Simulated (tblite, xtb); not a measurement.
CH₃N₂S (SMILES [NH]C(N)=S), doublet, geometry from GFN2-xTB. Base run: GFN1-xTB run with xtb.

xtb was given this input:
```
$ xtb mol.xyz --gfn 1 --uhf 1 --json

# file mol.xyz
7

N      0.91406629    -0.95725259     0.86191633
C     -0.03450728    -0.35682102     0.26787259
N     -1.31290476    -0.74035543     0.39672808
S      0.29385271     1.03075722    -0.74617794
H      1.84978886    -0.59957326     0.73958914
H     -1.52032107    -1.56769339     0.92868803
H     -2.03219825    -0.30066655    -0.14717652
```

Programs used: tblite, xtb; a row that names a program was run with it.

Each row names what was changed in the base input (with any setting that the change needs).

```
change                                                     ΔE vs base (kcal/mol)  dipole (D)  G_solv (kcal/mol)  SCF cycles
---------------------------------------------------------  ---------------------  ----------  -----------------  ----------
base                                                                       0.000        1.97                  -          14
acc = 0.1                                                                  0.000        1.97                  -          16
program = tblite; method = gfn1; option = (--alpb, water)                 -10.56           -                  -           -
file = coord                                                               0.000        1.97                  -          14
etemp = 1000                                                               -1.68        1.96                  -          14
alpb = hexane                                                              -4.34        2.08              -4.41          14
program = tblite; method = gfn1; option = --grad                           0.000           -                  -           -
program = tblite; method = gfn1                                            0.000           -                  -           -
alpb = thf                                                                -10.88        2.19             -11.51          14
etemp = 5000                                                              -15.28        2.17                  -          11
```

ALPB and GBSA are two models with their own fitted parameters for each solvent, which aren't always the measured dielectric constant.
